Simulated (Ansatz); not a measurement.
`C=[CH][Al]([Cl])[Cl]` + `O[SiH3]` → `[SiH3][O][Al]([Cl])[Cl]` + `C=C`  (ligand exchange at the Al–C bond)

Computed with Ansatz on PBE0-D4/def2-TZVP structures; ΔE is electronic, products minus reactants. CCSD(T)/CBS adds triple-zeta CCSD(T) − MP2 to the extrapolated MP2 energy (def2 sets, frozen cores). This one scheme is used for every species. DFT in def2-TZVPP. HSE06 is defined as in plane-wave codes. Each species was taken in one conformer, which may not be the lowest.

Question: Is it downhill or uphill in electronic energy at CCSD(T)/CBS, and by how much? (Estimate.)

Answer: Computed: Downhill: ΔE = -1.48 eV.

Question: What do these levels give: LDA (SPW92), revPBE-D4, BLYP-D4, r2SCAN0-D4, HSE06-D4, CAM-B3LYP-D4, ωB97X-V, r2SCANh, HF/def2-SVP, CCSD/def2-SVP, CCSD(T)/def2-TZVPP, HF/CBS(def2)? (Best estimate.)

Answer: The calculation gave: LDA (SPW92) -1.31, revPBE-D4 -1.30, BLYP-D4 -1.44, r2SCAN0-D4 -1.48, HSE06-D4 -1.37, CAM-B3LYP-D4 -1.53, ωB97X-V -1.45, r2SCANh -1.47, HF/def2-SVP -1.67, CCSD/def2-SVP -1.59, CCSD(T)/def2-TZVPP -1.48, HF/CBS(def2) -1.68 eV.

Largest T1 diagnostic among the species: 0.011.

In def2-TZVPP, CCSD(T) changes the Hartree–Fock value by +0.18 eV (the triples alone add +0.04 eV) and MP2 by +0.18 eV. Leaving LDA and LC-ωPBE aside and taking each functional with its dispersion term where it has one, the values, not all of them listed here, spread over 0.27 eV, from BHLYP-D4 to revPBE-D4. From PBE to PBE0 (25 % exact exchange), in def2-TZVPP and without D4, ΔE moves by −0.06 eV.
